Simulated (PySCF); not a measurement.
C₂H₅BSi, SMILES B[SiH2]C#C, PBE0/def2-SVP optimised geometry.

```
9

B      1.88     0.89     0.39
Si     1.05    -0.90     0.00
C     -0.79    -0.90     0.00
C     -2.01    -0.87     0.00
H      3.09     0.97     0.41
H      1.24     1.89     0.60
H      1.52    -1.38    -1.34
H      1.52    -1.89     1.02
H     -3.09    -0.85     0.01
```

Density from PBE0/def2-TZVP (PySCF 2.14.0) at that geometry.

Minimum of the electron density along straight lines between bonded atoms, close to the bond critical point (lines longer than 1.1 times the sum of covalent radii, or with two minima, are not listed):

```json
[
 {"bond": "B1–Si2", "length / Å": "2.015", "ρ at the minimum / e bohr⁻³": "0.112", "∇²ρ there / e bohr⁻⁵": "-0.04", "position (fraction from the first atom)": "0.62"},
 {"bond": "Si2–C3", "length / Å": "1.839", "ρ at the minimum / e bohr⁻³": "0.116", "∇²ρ there / e bohr⁻⁵": "0.32", "position (fraction from the first atom)": "0.39"},
 {"bond": "C3–C4", "length / Å": "1.217", "ρ at the minimum / e bohr⁻³": "0.411", "∇²ρ there / e bohr⁻⁵": "-1.22", "position (fraction from the first atom)": "0.48"},
 {"bond": "B1–H5", "length / Å": "1.209", "ρ at the minimum / e bohr⁻³": "0.181", "∇²ρ there / e bohr⁻⁵": "-0.40", "position (fraction from the first atom)": "0.44"},
 {"bond": "B1–H6", "length / Å": "1.207", "ρ at the minimum / e bohr⁻³": "0.183", "∇²ρ there / e bohr⁻⁵": "-0.41", "position (fraction from the first atom)": "0.44"},
 {"bond": "Si2–H7", "length / Å": "1.499", "ρ at the minimum / e bohr⁻³": "0.117", "∇²ρ there / e bohr⁻⁵": "0.15", "position (fraction from the first atom)": "0.49"},
 {"bond": "Si2–H8", "length / Å": "1.499", "ρ at the minimum / e bohr⁻³": "0.117", "∇²ρ there / e bohr⁻⁵": "0.15", "position (fraction from the first atom)": "0.49"},
 {"bond": "C4–H9", "length / Å": "1.076", "ρ at the minimum / e bohr⁻³": "0.284", "∇²ρ there / e bohr⁻⁵": "-1.05", "position (fraction from the first atom)": "0.66"}
]
```
